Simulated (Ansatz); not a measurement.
Job for Ansatz (an electronic-structure program): R-SVWN5/def2-TZVPPD on H2N2S (a complex). Files ending in .json are basis or fitting sets from the Basis Set Exchange.

Ansatz 0.2 input:
```yaml
crystal:
  periodic: [false, false, false]
  atoms:
    - {symbol: N, position_ang: [0.40772971, -0.85728750, -0.59430610]}
    - {symbol: N, position_ang: [0.18693513, 0.07186987, -0.06743402]}
    - {symbol: S, position_ang: [-0.36782190, 0.44285444, 3.66211027]}
    - {symbol: H, position_ang: [-0.41587262, 1.04363230, 2.46287478]}
    - {symbol: H, position_ang: [0.95794682, 0.62679201, 3.76706892]}
basis:
  gaussian:
    orbitals: def2-TZVPPD.json
hamiltonian:
  xc: {name: SVWN5}
scf: {lower_state_search: off}
```

The log:

```
WARN ansatz: RAYON_NUM_THREADS=2 ignored (pool sized by the plan → 2); use --threads N
Functional definition: SVWN5
these checks for a lower state are left out or cut short: stability, starts, cluster_reference, orbital_swaps, neighbouring_geometries, increment
integrals: 0.06 GiB planned
794 factors; their error is unknown
mean field: 0.44 GiB planned
mean field evaluation 1: about -13785.4604 eV, gradient 3.6e1 eV
mean field evaluation 2: about -13785.4221 eV, gradient 3.7e1 eV
mean field evaluation 4: about -13788.1945 eV, gradient 2.9e0 eV
mean field evaluation 8: about -13788.2112 eV, gradient 1.6e-1 eV
mean field evaluation 16: about -13788.1946 eV, gradient 6.4e-5 eV
mean field -13788.19455537 eV, -506.7068039359 hartree, gradient 5.9e-6 eV, S^2 0.000000; 0 other end points of the search recorded, 0 dependent functions left out
reference -13788.19460632 eV, -506.7068058082 hartree; 16, 16 occupied and 143, 143 virtual orbitals, 794 factors
Total energy: -13788.19460632 eV, -506.7068058082 hartree
Checks for a lower state left out: stability, starts, cluster_reference, orbital_swaps, neighbouring_geometries, increment
```

The run converged.

Cost: very roughly 0.7 core-seconds.
